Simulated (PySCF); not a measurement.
PySCF input for C4H2F2O2, SMILES O=C1COC(F)=C1F, B3LYP-D3(BJ)/def2-SVP. Geometry: B3LYP-D3(BJ)/def2-SVP. This is a generated structure with no PubChem entry under its InChIKey; it may be hypothetical. Other conformers were not sampled.

```python
import numpy as np
from pyscf import gto, scf, dft, df
from pyscf.hessian import thermo

mol = gto.M(
    atom='''
    O    -0.29909228    2.39899201    0.00000000
    C     0.05121673    1.24142569    0.00000000
    C     1.50865363    0.74159339    0.00000000
    O     1.44445881   -0.70375999   -0.00000000
    C     0.15693960   -1.02597413   -0.00000000
    F    -0.08906106   -2.30427732   -0.00000000
    C    -0.72388307    0.00892934   -0.00000000
    F    -2.04675696   -0.08417236   -0.00000000
    H     2.05093426    1.06917259    0.89885505
    H     2.05093426    1.06917259   -0.89885505
    ''',
    basis='def2-SVP',
    charge=0,
    spin=0,
    max_memory=1600,
    verbose=3,
)
mf = dft.RKS(mol, xc='b3lyp').density_fit(auxbasis='def2-universal-jkfit')
mf.disp = 'd3bj'
mf.grids.level = 3
mf.conv_tol = 1e-11
mf.max_cycle = 100
mf.kernel()

# [left out here: the lines that compute and print the analytic Hessian (its translational invariance restored by hand, since the grid's response is missing), thermochemistry and intensities]
```

Program output:

```
converged SCF energy = -503.340212595776

WARN: DFTD3 does not support analytical Hessian, using finite difference


WARN: Mole.unit (angstrom) is changed to Bohr

Mode                                 0                   1                   2
Irrep
Freq [cm^-1]                      121.8879            224.0075            250.7820
Reduced mass [au]                   6.3066              3.1143             17.9577
Force const [Dyne/A]                0.0552              0.0921              0.6654
Char temp [K]                     175.3695            322.2969            360.8194
Normal mode                   x     y     z       x     y     z       x     y     z
       0   O                 0.00 -0.00  0.15   -0.00 -0.00  0.01   -0.08 -0.06  0.00
       1   C                -0.00 -0.00  0.01    0.00  0.00 -0.02    0.00 -0.04  0.00
       2   C                -0.00  0.00 -0.10    0.00 -0.00  0.10    0.00 -0.01 -0.00
       3   O                 0.00  0.00 -0.01   -0.00 -0.00 -0.15   -0.01 -0.00  0.00
       4   C                 0.00 -0.00  0.00   -0.00  0.00 -0.05   -0.01 -0.04  0.00
       5   F                -0.00 -0.00  0.10    0.00  0.00  0.10    0.08 -0.06 -0.00
       6   C                -0.00 -0.00 -0.08    0.00  0.00 -0.05    0.00 -0.02  0.00
       7   F                -0.00 -0.00 -0.09    0.00  0.00 -0.00   -0.01  0.18 -0.00
       8   H                 0.11  0.05 -0.19   -0.18 -0.17  0.28    0.00 -0.01 -0.00
       9   H                -0.11 -0.05 -0.19    0.18  0.17  0.28    0.00 -0.01  0.00
Mode                                 3                   4                   5
Irrep
Freq [cm^-1]                      320.4539            340.6201            551.7106
Reduced mass [au]                  11.3424             15.2770              3.1107
Force const [Dyne/A]                0.6863              1.0443              0.5579
Char temp [K]                     461.0619            490.0765            793.7888
Normal mode                   x     y     z       x     y     z       x     y     z
       0   O                 0.00  0.00  0.03   -0.14 -0.05  0.00   -0.00  0.00  0.08
       1   C                -0.00  0.00 -0.08    0.01 -0.00 -0.00    0.00  0.00 -0.19
       2   C                -0.00 -0.00  0.02    0.05  0.01 -0.00    0.00 -0.00 -0.05
       3   O                -0.00  0.00  0.09    0.05 -0.02  0.00   -0.00 -0.00  0.01
       4   C                -0.00  0.00 -0.06    0.04  0.00 -0.00   -0.00  0.00  0.08
       5   F                 0.00 -0.00 -0.01   -0.13  0.04 -0.00    0.00 -0.00 -0.03
       6   C                -0.00  0.00 -0.20    0.07  0.00 -0.00    0.00  0.00  0.08
       7   F                -0.00 -0.00  0.11    0.09  0.01  0.00    0.00 -0.00 -0.01
       8   H                -0.06  0.05  0.04    0.05 -0.00  0.00   -0.33  0.03  0.14
       9   H                 0.06 -0.05  0.04    0.05 -0.00 -0.00    0.33 -0.03  0.14
Mode                                 6                   7                   8
Irrep
Freq [cm^-1]                      562.0398            585.3238            640.9782
Reduced mass [au]                  14.8485              5.4968             11.3286
Force const [Dyne/A]                2.7635              1.1096              2.7423
Char temp [K]                     808.6501            842.1506            922.2250
Normal mode                   x     y     z       x     y     z       x     y     z
       0   O                 0.02 -0.12  0.00    0.09 -0.03  0.00    0.00 -0.00  0.01
       1   C                 0.03 -0.10 -0.00   -0.03 -0.07 -0.00   -0.00 -0.00 -0.03
       2   C                 0.06 -0.01 -0.00   -0.10  0.10 -0.00   -0.00 -0.00 -0.02
       3   O                 0.04  0.02  0.00    0.06  0.07 -0.00    0.00 -0.00  0.07
       4   C                 0.02  0.07  0.00    0.05 -0.04  0.00    0.00  0.00 -0.24
       5   F                 0.01  0.12 -0.00   -0.07 -0.04 -0.00   -0.00  0.00  0.05
       6   C                -0.06 -0.02  0.00    0.01 -0.07  0.00    0.00 -0.00  0.12
       7   F                -0.09 -0.00 -0.00    0.01  0.04 -0.00    0.00  0.00 -0.01
       8   H                 0.03  0.02  0.00   -0.16  0.19  0.00   -0.05  0.04  0.00
       9   H                 0.03  0.02 -0.00   -0.16  0.19 -0.00    0.05 -0.04  0.00
Mode                                 9                  10                  11
Irrep
Freq [cm^-1]                      687.0323            727.7494            964.3955
Reduced mass [au]                   8.8020             11.3077              2.1443
Force const [Dyne/A]                2.4479              3.5285              1.1750
Char temp [K]                     988.4865           1047.0693           1387.5504
Normal mode                   x     y     z       x     y     z       x     y     z
       0   O                 0.00  0.05 -0.00    0.02 -0.07 -0.00   -0.00 -0.00  0.03
       1   C                -0.11 -0.00  0.00    0.01 -0.06  0.00    0.00  0.00 -0.15
       2   C                -0.11 -0.08  0.00   -0.10 -0.04  0.00    0.00  0.00  0.15
       3   O                 0.09 -0.12 -0.00   -0.12  0.03 -0.00    0.00 -0.00 -0.03
       4   C                 0.07  0.02  0.00   -0.05  0.03  0.00   -0.00  0.00  0.00
       5   F                 0.03  0.07  0.00    0.03  0.07  0.00    0.00 -0.00 -0.00
       6   C                 0.00  0.00 -0.00    0.03  0.03 -0.00   -0.00  0.00  0.04
       7   F                 0.01  0.03 -0.00    0.12 -0.01 -0.00   -0.00 -0.00 -0.00
       8   H                -0.14 -0.04  0.00   -0.11 -0.03 -0.00    0.42  0.10 -0.15
       9   H                -0.14 -0.04 -0.00   -0.11 -0.03  0.00   -0.42 -0.10 -0.15
Mode                                12                  13                  14
Irrep
Freq [cm^-1]                     1028.7322           1053.3318           1172.9132
Reduced mass [au]                   6.9223              5.9671              9.1213
Force const [Dyne/A]                4.3162              3.9007              7.3933
Char temp [K]                    1480.1166           1515.5100           1687.5610
Normal mode                   x     y     z       x     y     z       x     y     z
       0   O                -0.00  0.04  0.00   -0.03 -0.03 -0.00   -0.02  0.03 -0.00
       1   C                -0.05  0.01 -0.00    0.15  0.04  0.00    0.13  0.05  0.00
       2   C                 0.01 -0.17  0.00   -0.10 -0.09 -0.00   -0.08  0.04  0.00
       3   O                 0.01  0.16 -0.00    0.08  0.04 -0.00   -0.06 -0.02 -0.00
       4   C                 0.05 -0.01  0.00   -0.02  0.02 -0.00    0.06 -0.07 -0.00
       5   F                -0.02  0.00  0.00   -0.01 -0.05  0.00    0.00  0.07  0.00
       6   C                -0.00 -0.08  0.00    0.01  0.11 -0.00    0.08 -0.12 -0.00
       7   F                 0.00  0.01 -0.00   -0.04 -0.02  0.00   -0.06  0.00 -0.00
       8   H                 0.07 -0.18 -0.03   -0.20  0.10 -0.01    0.02 -0.13 -0.01
       9   H                 0.07 -0.18  0.03   -0.20  0.10  0.01    0.02 -0.13  0.01
Mode                                15                  16                  17
Irrep
Freq [cm^-1]                     1190.0833           1249.0036           1363.6744
Reduced mass [au]                   1.0990              2.2880              2.6393
Force const [Dyne/A]                0.9170              2.1029              2.8917
Char temp [K]                    1712.2649           1797.0381           1962.0239
Normal mode                   x     y     z       x     y     z       x     y     z
       0   O                 0.00  0.00 -0.01    0.01 -0.05  0.00    0.00 -0.00 -0.00
       1   C                -0.00 -0.00  0.04   -0.03 -0.03 -0.00   -0.04 -0.01  0.00
       2   C                 0.00  0.00  0.05   -0.07  0.06  0.00    0.09 -0.04 -0.00
       3   O                 0.00 -0.00 -0.05   -0.02  0.01 -0.00   -0.09  0.00 -0.00
       4   C                -0.00  0.00 -0.01    0.11  0.05 -0.00    0.11 -0.01 -0.00
       5   F                 0.00 -0.00  0.00   -0.01 -0.05 -0.00   -0.01 -0.01  0.00
       6   C                -0.00 -0.00 -0.01    0.04  0.12  0.00    0.11  0.06 -0.00
       7   F                 0.00  0.00 -0.00   -0.03 -0.01 -0.00   -0.05 -0.00  0.00
       8   H                -0.20  0.64 -0.06    0.21 -0.39 -0.01   -0.33  0.16  0.17
       9   H                 0.20 -0.64 -0.06    0.21 -0.39  0.01   -0.33  0.16 -0.17
Mode                                18                  19                  20
Irrep
Freq [cm^-1]                     1437.9490           1498.4429           1762.4695
Reduced mass [au]                   1.2945              6.2424             12.1867
Force const [Dyne/A]                1.5770              8.2581             22.3039
Char temp [K]                    2068.8884           2155.9257           2535.8012
Normal mode                   x     y     z       x     y     z       x     y     z
       0   O                -0.01  0.01  0.00   -0.01  0.01 -0.00   -0.02  0.05  0.00
       1   C                 0.04  0.01  0.00    0.06  0.01 -0.00    0.05 -0.08  0.00
       2   C                 0.04  0.05  0.00   -0.02 -0.03 -0.00    0.01  0.00 -0.00
       3   O                 0.02  0.00 -0.00   -0.07 -0.03  0.00   -0.02  0.01  0.00
       4   C                -0.01  0.05 -0.00    0.13  0.16  0.00    0.10 -0.15  0.00
       5   F                -0.00 -0.01 -0.00   -0.02 -0.06  0.00   -0.00  0.03 -0.00
       6   C                -0.08 -0.05 -0.00   -0.10 -0.07  0.00   -0.15  0.10  0.00
       7   F                 0.03  0.00 -0.00    0.03  0.01  0.00    0.03 -0.00  0.00
       8   H                -0.34 -0.36  0.36    0.04  0.17 -0.11   -0.00  0.03 -0.00
       9   H                -0.34 -0.36 -0.36    0.04  0.17  0.11   -0.00  0.03  0.00
Mode                                21                  22                  23
Irrep
Freq [cm^-1]                     1859.2494           3086.2136           3153.0088
Reduced mass [au]                  12.7490              1.0591              1.1118
Force const [Dyne/A]               25.9658              5.9432              6.5124
Char temp [K]                    2675.0460           4440.3742           4536.4776
Normal mode                   x     y     z       x     y     z       x     y     z
       0   O                 0.04 -0.13  0.00   -0.00 -0.00  0.00    0.00 -0.00 -0.00
       1   C                -0.04  0.21  0.00    0.00  0.00  0.00    0.00  0.00  0.00
       2   C                 0.00 -0.01 -0.00   -0.06 -0.03  0.00    0.00  0.00  0.09
       3   O                -0.01 -0.00  0.00   -0.00 -0.00 -0.00   -0.00 -0.00 -0.00
       4   C                 0.04 -0.07  0.00    0.00  0.00 -0.00   -0.00 -0.00  0.00
       5   F                -0.00  0.02  0.00   -0.00 -0.00 -0.00   -0.00 -0.00  0.00
       6   C                -0.07  0.01 -0.00    0.00  0.00  0.00   -0.00 -0.00  0.00
       7   F                 0.02  0.00  0.00   -0.00  0.00  0.00    0.00  0.00  0.00
       8   H                -0.02  0.02  0.00    0.33  0.20  0.57   -0.34 -0.19 -0.54
       9   H                -0.02  0.02 -0.00    0.33  0.20 -0.57    0.34  0.19 -0.54
temperature 298.1500 [K]
pressure 101325.00 [Pa]
Rotational constants [GHz] 3.19675 2.08194 1.27114
Symmetry number 1
Zero-point energy (ZPE) 0.05885 [Eh]   154509.987 [J/mol]
                           tot       elec      trans        rot        vib
Entropy [J/mol/K]       336.789      0.000    168.460    117.285     51.044
Cv [J/mol/K]             94.606      0.000     12.472     12.472     69.663
Cp [J/mol/K]            102.921      0.000     20.786     12.472     69.663
Internal energy [J/mol]                      3718.434   3718.434 163818.139
Internal energy [Eh]   -503.27499  -503.34021
Enthalpy [J/mol]                             6197.391   3718.434 163818.139
Enthalpy [Eh]          -503.27404
Gibbs free energy [J/mol]                  -44028.848 -31250.098 148599.257
Gibbs free energy [Eh] -503.31229
mode   freq/cm-1   IR/(km/mol)
   1      121.89         6.383
   2      224.01         3.589
   3      250.78         0.002
   4      320.45         1.716
   5      340.62         5.031
   6      551.71         1.225
   7      562.04         0.028
   8      585.32         4.127
   9      640.98        10.369
  10      687.03        27.204
  11      727.75        20.297
  12      964.40         1.188
  13     1028.73        48.153
  14     1053.33         5.593
  15     1172.91       147.851
  16     1190.08         1.475
  17     1249.00       103.607
  18     1363.67       121.333
  19     1437.95        68.659
  20     1498.44       221.285
  21     1762.47       431.005
  22     1859.25       162.348
  23     3086.21         1.285
  24     3153.01         0.346
max |gradient| / (hartree/bohr): 4.028057263736682e-05
APT charges: [-0.7184  0.8653  0.1908 -0.6707  1.1967 -0.5473  0.005  -0.4247  0.0517
  0.0517]
```

Self-consistency was reached.
